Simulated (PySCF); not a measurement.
# Computed properties of AlH₂IO, SMILES [OH][AlH][I]

Al(H)(I)(OH) (AlH2IO), SMILES [OH][AlH][I]. Geometry: B3LYP-D3(BJ)/def2-TZVP. The def2 effective core potentials stand for the cores of I; spin–orbit coupling is left out. One conformer was computed; it need not be the lowest. All values are computed for the isolated molecule unless a solvent is named; none is compared with measurement here.

**Structure.** The optimised structure has Cs symmetry. All 9 harmonic modes at B3LYP-D3(BJ)/def2-TZVP (PySCF) are real, so it is a minimum. With heavy atoms numbered as in [AlH:1]([I:3])[OH:4], the shortest bond between them is Al1–O4 at 1.689 Å and the longest Al1–I3 at 2.485 Å.

**Vibrations.** The strongest infrared lines (harmonic, unscaled, degenerate partners summed) lie at 679 cm⁻¹ (444 km/mol, H 82 %, O 10 %, Al 8 %), 372 cm⁻¹ (184 km/mol, H 75 %, O 15 %, Al 10 %), 2009 cm⁻¹ (128 km/mol, H 96 %). The softest mode is at 162 cm⁻¹ and the zero-point energy is 13.4 kcal/mol.

**Electronic structure.** CAM-B3LYP/def2-TZVPD (PySCF) places the frontier levels at -9.09 and -0.23 eV, a gap of 8.86 eV, and gives a dipole moment of 0.58 D and a mean polarisability of 65.6 bohr³.

**Excitations.** TDA-M06-2X/def2-SVPD (PySCF) has S1 at 5.60 eV (222 nm, f = 0.000, dark); the most intense of the 10 singlets computed lies at 7.70 eV (f = 0.22). T1 (TDA) is at 5.49 eV, 0.11 eV under S1. No vertical singlet excitation falls in the visible range (under 3.1 eV).
